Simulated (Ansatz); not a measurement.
Ideal-gas functions of Cl$_{2}$FHNV, SMILES `[NH]=[V]([F])([Cl])[Cl]` at 400 K and 1 bar, from an Ansatz frequency run at PBE0-D4/def2-TZVP.

Molar mass 155.86 g/mol, point group Cs (symmetry number 1), electronic degeneracy 1, moments of inertia 185.193, 282.912, 344.248 u Å². Harmonic wavenumbers (cm⁻¹, unscaled): 127, 169, 191, 226, 264, 417, 457, 477, 532, 775, 1116, 3607.

Use S(trans) = R[1.5 ln M + 2.5 ln T − 1.1517]; rotational temperatures θ = 24.2544 K / I; S(rot) = R[ln(√π/σ · √(T³/θAθBθC)) + 1.5]; for each mode x = 1.438777 ν̃/T, S = R[x/(eˣ − 1) − ln(1 − e⁻ˣ)] and H = RT x/(eˣ − 1); 1 cm⁻¹ = 0.0119627 kJ/mol; R = 8.31446 J/(mol·K).

Problem. By hand: the entropy, in J/(mol·K).

Solution. Translation 177.9. Rotation: θ = 0.131, 0.0857, 0.0705 K, giving 121.6. Vibration, mode by mode: 14.90, 12.58, 11.60, 10.26, 9.05, 5.68, 5.06, 4.78, 4.08, 2.05, 0.77, 0.00, in all 80.8. Electronic 0.0. Sum 380.3 J/(mol·K).

Problem. By hand: H − E and G − E in kJ/mol, counted from the electronic energy.

Solution. Zero-point energy ½ × 8358 × 0.0119627 = 50.0; thermal vibration 17.5; translation, rotation and pV give 4 RT = 13.3. H − E = 80.8 kJ/mol, and G − E = 80.8 − 400 × 380.3/1000 = -71.3 kJ/mol.

Vibration gives 21 % of the entropy, 14.9 J/(mol·K) of it from the mode under 150 cm⁻¹: soft modes count most, and the harmonic formula is weakest for them. The sum counts one conformer and one mirror image; others add a mixing term.
